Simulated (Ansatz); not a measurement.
CH₆OSiSn, SMILES `O[SiH]1[CH2][SnH2]1`. The species carries charge 0 and has multiplicity 1. Sn: def2 effective core potential. The structure was optimised at the PBE0-D4/def2-TZVP level. It is one conformer, not always the lowest.

```xyz
10

O     1.254   -0.428    1.892
Si    0.982   -0.087    0.311
C    -0.363   -1.006   -0.515
Sn   -0.992    1.177   -0.508
H     1.698    0.235    2.423
H     2.231    0.119   -0.466
H    -1.039   -1.575    0.121
H    -0.172   -1.500   -1.463
H    -1.110    1.796   -2.091
H    -2.490    1.269    0.295
```

What is the dipole moment at PBE/def2-TZVPP? (Best estimate.)

The calculation gave: 1.36 D, with components (1.08, 0.48, 0.66) D in this frame, pointing from negative to positive charge.

And with r2SCAN, B3LYP, ωB97M-V? (Estimate.)

Computed: r2SCAN 1.40 D, B3LYP 1.49 D, ωB97M-V 1.54 D.

Give the Mulliken charges with PBE, B3LYP, r2SCAN in def2-TZVPP. (Best estimate.)

Computed: 
```csv
atom,PBE,B3LYP,r2SCAN
O1,-0.33,-0.37,-0.40
Si2,0.29,0.38,0.42
C3,-0.44,-0.51,-0.49
Sn4,0.33,0.38,0.34
H5,0.19,0.19,0.21
H6,-0.08,-0.08,-0.09
H7,0.12,0.13,0.12
H8,0.11,0.12,0.11
H9,-0.10,-0.12,-0.11
H10,-0.10,-0.11,-0.11
```

B3LYP here is the variant with VWN-RPA as its local correlation; programs differ in this.
